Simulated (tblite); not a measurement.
Species: C5H11NOSi2.
Atom-mapped SMILES: `[CH2:1]=[C:2]([CH3:3])[CH2:4][O:5][Si@@H:6]([SiH3:7])[C:8]#[N:9]` (hydrogens: H10, H11 on C1; H12, H13, H14 on C3; H15, H16 on C4; H17 on Si6; H18, H19, H20 on Si7)

The geometry is computed with GFN2-xTB (gas phase).

(1) Give the optimised bond lengths and angles.

## Answers

(1) 
```csv
bond,length (bohr),order
C1=C2,2.498,double
C2–C3,2.831,single
C2–C4,2.847,single
C4–O5,2.640,single
O5–Si6,3.058,single
Si6–Si7,4.342,single
Si6–C8,3.556,single
C8≡N9,2.167,triple
C1–H10,2.033,single
C1–H11,2.033,single
"C3–H12, C3–H13, C3–H14",2.057,single
C4–H15,2.077,single
C4–H16,2.076,single
Si6–H17,2.788,single
"Si7–H18, Si7–H19, Si7–H20",2.769,single
```

Bonds in one row agree within 0.02 bohr and their mean is given. Orders are formal, as drawn. A selection of angles:
```csv
angle,degrees
C1–C2–C3,123.6
C1–C2–C4,122.5
C3–C2–C4,114.0
C2–C4–O5,112.1
C4–O5–Si6,130.9
O5–Si6–Si7,102.8
O5–Si6–C8,108.2
Si7–Si6–C8,113.0
Si6–C8–N9,177.8
```

Torsions: C1–C2–C4–O5 0° (synperiplanar); C2–C4–O5–Si6 151° (antiperiplanar); C4–O5–Si6–Si7 -168° (antiperiplanar).

The C–C distances run from 1.322 Å (C1=C2, drawn double) to 1.506 Å (C2–C4, drawn single), a spread of 0.184 Å. Si6 (oxygen-bound silicon) is distorted tetrahedral (angles from 99.9° to 121.1°). Si7 (SiH3 silicon) is distorted tetrahedral (angles from 107.1° to 113.9°). Of the pairs four or more bonds apart, O5···H10 is among the closest relative to their van der Waals radii: 2.40 Å, 88 % of the sum of Bondi's values. O5 (silyl ether oxygen) is bent (angle 130.9°).

Point group: C1 (no symmetry element, even within 0.4 Å). Its lowest GFN2-xTB frequency is 14i cm⁻¹, too small to tell a flat minimum from a shallow saddle. One conformer, not necessarily the lowest. 3 starts were optimised and ended at 0.00, 0.02 and 1.43 kcal/mol (GFN2-xTB); the lowest of these is shown.
